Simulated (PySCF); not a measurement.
In(H)(Br)(vinyl) (C₂H₄BrIn), SMILES C=[CH][InH][Br]. Atoms are numbered in the order given.

```xyz
8

In    -0.5057     0.4902     0.0000
H     -2.2177     0.6160     0.0000
Br     0.3568    -1.8639     0.0000
C      1.0445     1.9514     0.0000
C      0.7954     3.2664     0.0000
H      2.0853     1.6059     0.0000
H      1.6042     4.0088     0.0000
H     -0.2205     3.6789     0.0000
```

Geometry optimised at PBE0-D3(BJ)/def2-SVP. The def2 effective core potentials stand for the cores of In; spin–orbit coupling is left out. The values are those of a single conformer.

Level of theory: r2SCAN/def2-TZVP run with PySCF.

Symmetry labels are those of the subgroup Cs that the program uses (full group Cs).

### Question
List the valence orbital energies around the gap with their symmetry. (An estimate is asked for; the answer gives what the named calculation found.)

### Answer

| orbital | symmetry | energy (eV) |
|---|---|---|
| HOMO−7 | A' | -12.08 |
| HOMO−6 | A' | -11.01 |
| HOMO−5 | A' | -10.14 |
| HOMO−4 | A' | -7.97 |
| HOMO−3 | A" | -7.61 |
| HOMO−2 | A' | -7.53 |
| HOMO−1 | A" | -7.11 |
| HOMO | A' | -6.73 |
| LUMO | A" | -2.53 |
| LUMO+1 | A' | -1.30 |
| LUMO+2 | A" | -0.71 |
| LUMO+3 | A' | 0.03 |
